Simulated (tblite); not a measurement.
Record of a relaxation.

Species: C2H15GeNSi3.
Atom-mapped SMILES: `[CH3:1][NH:2][Si@H:3]([CH3:4])[GeH2:5][SiH2:6][SiH3:7]` (hydrogens: H8, H9, H10 on C1; H11 on N2; H12 on Si3; H13, H14, H15 on C4; H16, H17 on Ge5; H18, H19 on Si6; H20, H21, H22 on Si7)

Computed with GFN2-xTB (tblite), gas phase: L-BFGS steps from a force-field or distance-geometry start until the largest atomic force falls under 0.01 eV/Å. 6 of its 148 geometries are shown.

Step 0: E = -596.7100 eV, largest atomic force 1.973 eV/Å
```
atom  x, y, z in Å  |  force x, y, z in eV/Å
C1     -3.177   -1.035   -0.680   -0.769   0.181   0.821
N2     -1.731   -1.101   -0.702    0.923  -0.997   1.430
Si3    -1.171    0.013    0.601   -0.204  -0.502  -0.776
C4     -2.351    1.485    0.618    0.019   0.932   0.523
Ge5     0.954    0.790    0.275    0.295   0.290  -0.058
Si6     2.414   -0.838   -0.446   -0.090  -0.248  -0.235
Si7     4.469    0.077   -0.326    0.450   0.327   0.503
H8     -3.445   -0.755    0.378   -0.758  -0.319  -1.085
H9     -3.511   -0.236   -1.386    0.104  -0.856   0.527
H10    -3.667   -2.003   -0.874    0.269   0.470  -0.346
H11    -1.474   -2.081   -0.384   -0.135   1.458  -0.801
H12    -1.262   -0.727    1.857   -0.110  -0.088   0.339
H13    -3.281    1.299    0.069    0.327   0.338   0.541
H14    -2.544    1.810    1.673   -0.121  -0.295  -1.011
H15    -1.830    2.328    0.136   -0.334  -0.198   0.137
H16     1.495    1.316    1.645   -0.251   0.029  -0.616
H17     0.983    1.997   -0.700    0.053  -0.214   0.519
H18     2.220   -1.223   -1.844   -0.265  -0.186  -0.001
H19     2.279   -2.001    0.430   -0.085  -0.175  -0.075
H20     5.498   -0.830   -0.828    0.194   0.191   0.005
H21     4.688    0.365    1.117    0.229   0.000  -0.378
H22     4.433    1.368   -1.033    0.260  -0.138   0.039
```

Step 29: E = -597.6711 eV, largest atomic force 0.133 eV/Å
```
atom  x, y, z in Å  |  force x, y, z in eV/Å
C1     -3.330   -1.215   -0.707    0.027  -0.023   0.052
N2     -1.942   -0.976   -0.377    0.105  -0.038  -0.048
Si3    -1.342    0.118    0.805   -0.026  -0.081   0.075
C4     -2.411    1.688    0.737   -0.007   0.047   0.021
Ge5     0.893    0.579    0.244   -0.119  -0.043   0.032
Si6     2.562   -0.880   -0.507    0.082  -0.005   0.001
Si7     4.670    0.062   -0.329    0.008   0.002  -0.009
H8     -3.961   -1.136    0.179   -0.012   0.054  -0.018
H9     -3.674   -0.490   -1.452   -0.021  -0.010   0.054
H10    -3.460   -2.212   -1.124    0.004  -0.023  -0.001
H11    -1.332   -1.710   -0.699    0.004   0.038  -0.022
H12    -1.396   -0.411    2.198   -0.067   0.022  -0.113
H13    -3.356    1.518    0.233   -0.019  -0.026   0.009
H14    -2.629    2.057    1.734   -0.005   0.030   0.006
H15    -1.890    2.477    0.202   -0.007   0.040  -0.012
H16     1.480    1.230    1.481    0.021   0.028   0.078
H17     0.924    1.811   -0.635    0.014   0.067  -0.073
H18     2.257   -1.306   -1.882   -0.013  -0.045   0.017
H19     2.451   -2.098    0.312    0.010  -0.051  -0.064
H20     5.777   -0.762   -0.830   -0.047   0.010   0.009
H21     4.966    0.343    1.080    0.036   0.030  -0.038
H22     4.733    1.331   -1.065    0.032  -0.025   0.044
```

Step 59: E = -597.7282 eV, largest atomic force 0.277 eV/Å
```
atom  x, y, z in Å  |  force x, y, z in eV/Å
C1     -3.302   -1.310   -0.658   -0.041  -0.027  -0.041
N2     -1.935   -0.897   -0.467    0.095  -0.208  -0.111
Si3    -1.395    0.148    0.783   -0.076   0.085  -0.042
C4     -2.428    1.761    0.726    0.004  -0.044   0.000
Ge5     0.890    0.545    0.396   -0.016  -0.032  -0.036
Si6     2.585   -0.881   -0.415   -0.013   0.018  -0.024
Si7     4.721    0.025   -0.326   -0.036   0.003  -0.035
H8     -3.868   -1.133    0.255    0.073   0.060  -0.012
H9     -3.785   -0.757   -1.473    0.027  -0.003   0.017
H10    -3.376   -2.377   -0.888    0.092   0.023   0.009
H11    -1.305   -1.266   -1.169   -0.174   0.125   0.176
H12    -1.632   -0.492    2.098   -0.001   0.027  -0.039
H13    -3.437    1.534    0.381    0.059   0.086   0.074
H14    -2.503    2.230    1.706    0.004  -0.029  -0.096
H15    -2.002    2.493    0.039   -0.023  -0.107   0.085
H16     1.422    1.234    1.643   -0.001  -0.005  -0.001
H17     0.948    1.751   -0.535    0.039   0.025   0.030
H18     2.202   -1.176   -1.809    0.032  -0.039  -0.008
H19     2.510   -2.196    0.246   -0.016   0.046   0.010
H20     5.773   -0.835   -0.883   -0.036  -0.022   0.045
H21     5.116    0.351    1.048    0.009  -0.014  -0.018
H22     4.789    1.267   -1.101   -0.001   0.032   0.015
```

Step 88: E = -597.7593 eV, largest atomic force 0.055 eV/Å
```
atom  x, y, z in Å  |  force x, y, z in eV/Å
C1     -3.265   -1.385   -0.651    0.005  -0.003   0.008
N2     -1.899   -0.971   -0.463   -0.001   0.037   0.017
Si3    -1.413    0.164    0.735   -0.010   0.036   0.008
C4     -2.412    1.795    0.726   -0.025   0.013  -0.013
Ge5     0.869    0.570    0.369    0.000   0.023   0.016
Si6     2.552   -0.861   -0.436   -0.008  -0.010  -0.020
Si7     4.689    0.027   -0.342    0.006  -0.003   0.012
H8     -3.816   -1.182    0.263   -0.010  -0.015  -0.002
H9     -3.754   -0.852   -1.474    0.004   0.005   0.013
H10    -3.321   -2.457   -0.856    0.017  -0.002  -0.018
H11    -1.339   -1.107   -1.291   -0.012  -0.004   0.022
H12    -1.676   -0.477    2.039    0.004  -0.012  -0.028
H13    -3.462    1.608    0.517   -0.026   0.002   0.019
H14    -2.353    2.302    1.686    0.014  -0.028   0.004
H15    -2.051    2.493   -0.026    0.034  -0.030  -0.032
H16     1.398    1.130    1.678   -0.009   0.001   0.031
H17     0.977    1.861   -0.431    0.019   0.001  -0.019
H18     2.201   -1.237   -1.816   -0.005  -0.012  -0.022
H19     2.458   -2.131    0.303    0.008   0.002  -0.002
H20     5.714   -0.877   -0.874   -0.001  -0.001  -0.007
H21     5.085    0.329    1.036    0.008   0.006   0.019
H22     4.811    1.278   -1.095   -0.009  -0.005  -0.007
```

Step 118: E = -597.7726 eV, largest atomic force 0.037 eV/Å
```
atom  x, y, z in Å  |  force x, y, z in eV/Å
C1     -3.195   -1.478   -0.650   -0.008  -0.001  -0.002
N2     -1.871   -0.932   -0.502   -0.002  -0.002   0.016
Si3    -1.440    0.217    0.704    0.000   0.002   0.011
C4     -2.405    1.867    0.690    0.013   0.009   0.014
Ge5     0.862    0.591    0.435   -0.015   0.019  -0.010
Si6     2.499   -0.865   -0.419    0.014  -0.004  -0.020
Si7     4.647    0.003   -0.342   -0.016  -0.005   0.007
H8     -3.683   -1.474    0.322    0.015  -0.006  -0.013
H9     -3.814   -0.902   -1.347    0.005   0.015   0.012
H10    -3.142   -2.508   -1.010   -0.010   0.002   0.004
H11    -1.361   -0.945   -1.372    0.012   0.004  -0.010
H12    -1.741   -0.453    1.983   -0.015   0.004  -0.002
H13    -3.479    1.714    0.767    0.010  -0.005  -0.016
H14    -2.100    2.489    1.528   -0.006   0.003   0.018
H15    -2.213    2.437   -0.216   -0.012  -0.027  -0.023
H16     1.359    1.049    1.797    0.005   0.002  -0.003
H17     1.057    1.919   -0.291   -0.009  -0.017   0.016
H18     2.125   -1.207   -1.805    0.000   0.001   0.016
H19     2.403   -2.149    0.294    0.000   0.016  -0.005
H20     5.650   -0.918   -0.884    0.018   0.004  -0.003
H21     5.067    0.317    1.027   -0.001  -0.007  -0.004
H22     4.766    1.246   -1.109    0.002  -0.008  -0.003
```

Step 147: E = -597.7761 eV, largest atomic force 0.008 eV/Å
```
atom  x, y, z in Å  |  force x, y, z in eV/Å
C1     -3.184   -1.458   -0.642    0.002   0.000   0.004
N2     -1.844   -0.959   -0.465   -0.003   0.004   0.004
Si3    -1.434    0.206    0.735    0.001  -0.002   0.002
C4     -2.409    1.848    0.663    0.001  -0.003  -0.003
Ge5     0.865    0.589    0.458   -0.002   0.003  -0.005
Si6     2.492   -0.860   -0.428    0.002   0.006   0.003
Si7     4.643   -0.002   -0.347    0.007   0.000  -0.003
H8     -3.655   -1.534    0.336   -0.001   0.001   0.003
H9     -3.800   -0.803   -1.268    0.000  -0.003   0.000
H10    -3.163   -2.451   -1.095   -0.001   0.003  -0.003
H11    -1.333   -0.950   -1.335   -0.002  -0.005  -0.003
H12    -1.759   -0.447    2.015   -0.002   0.004  -0.001
H13    -3.481    1.687    0.751    0.001  -0.001  -0.001
H14    -2.108    2.514    1.468   -0.001  -0.002  -0.001
H15    -2.229    2.370   -0.275   -0.003   0.003  -0.001
H16     1.382    1.055    1.809   -0.003  -0.002   0.005
H17     1.036    1.917   -0.272    0.003   0.003   0.004
H18     2.105   -1.188   -1.812   -0.001   0.000  -0.006
H19     2.393   -2.149    0.275    0.003  -0.002   0.000
H20     5.655   -0.916   -0.886   -0.003   0.001   0.006
H21     5.052    0.310    1.026    0.003  -0.004  -0.005
H22     4.767    1.242   -1.113   -0.002  -0.002   0.001
```

Q: Summarise the path.

A: The energy falls by 1.0660 eV from step 0 to step 147; nine tenths of that is first reached at step 29. It falls at every step. The largest force goes from 1.973 to 0.008 eV/Å. Among the bonds N2–Si3 changes most, from 1.804 to 1.722 Å; the atoms move by 0.571 Å rms after alignment.

Q: Follow the three bonds and two angles with the largest change from start to end.

A: 
| step | E above end (eV) | largest force (eV/Å) | N2–Si3 (Å) | Si6–Si7 (Å) | Si3–Ge5 (Å) | C1–N2–Si3 (°) | Si3–Ge5–Si6 (°) |
| --- | --- | --- | --- | --- | --- | --- | --- |
| 0 | 1.0660 | 1.973 | 1.804 | 2.253 | 2.286 | 105.7 | 113.2 |
| 6 | 0.4851 | 0.622 | 1.732 | 2.284 | 2.288 | 112.1 | 115.3 |
| 13 | 0.2479 | 0.295 | 1.716 | 2.325 | 2.344 | 120.9 | 120.0 |
| 19 | 0.1646 | 0.354 | 1.722 | 2.319 | 2.350 | 123.8 | 122.7 |
| 26 | 0.1143 | 0.133 | 1.718 | 2.315 | 2.346 | 126.1 | 128.4 |
| 32 | 0.0965 | 0.118 | 1.718 | 2.310 | 2.352 | 126.9 | 130.9 |
| 38 | 0.0866 | 0.053 | 1.717 | 2.318 | 2.353 | 125.7 | 131.2 |
| 45 | 0.0794 | 0.093 | 1.716 | 2.319 | 2.356 | 124.6 | 132.0 |
| 51 | 0.0693 | 0.175 | 1.714 | 2.322 | 2.346 | 124.1 | 131.7 |
| 58 | 0.0498 | 0.130 | 1.717 | 2.320 | 2.353 | 124.7 | 131.0 |
| 64 | 0.0364 | 0.178 | 1.715 | 2.319 | 2.355 | 124.6 | 130.9 |
| 70 | 0.0260 | 0.096 | 1.718 | 2.320 | 2.352 | 123.8 | 130.5 |
| 77 | 0.0208 | 0.047 | 1.718 | 2.317 | 2.352 | 123.9 | 130.4 |
| 83 | 0.0191 | 0.045 | 1.720 | 2.319 | 2.348 | 123.3 | 130.2 |
| 89 | 0.0162 | 0.056 | 1.720 | 2.317 | 2.346 | 123.3 | 130.2 |
| 96 | 0.0117 | 0.041 | 1.718 | 2.319 | 2.349 | 123.7 | 129.2 |
| 102 | 0.0089 | 0.062 | 1.719 | 2.315 | 2.351 | 123.9 | 129.1 |
| 109 | 0.0066 | 0.053 | 1.718 | 2.319 | 2.348 | 124.2 | 129.6 |
| 115 | 0.0046 | 0.032 | 1.720 | 2.318 | 2.348 | 124.0 | 129.0 |
| 121 | 0.0029 | 0.032 | 1.721 | 2.316 | 2.346 | 123.7 | 128.6 |
| 128 | 0.0014 | 0.044 | 1.722 | 2.317 | 2.346 | 123.2 | 128.3 |
| 134 | 0.0007 | 0.016 | 1.722 | 2.317 | 2.348 | 123.1 | 128.5 |
| 141 | 0.0002 | 0.019 | 1.722 | 2.317 | 2.346 | 122.8 | 128.5 |
| 147 | 0.0000 | 0.008 | 1.722 | 2.317 | 2.347 | 122.8 | 128.4 |

The cost below is that of the whole relaxation. Hardware: one thread of an Intel Xeon at 2.50 GHz, no GPU, on a shared host. Cost: 6.6 s wall, 5.8 s CPU.
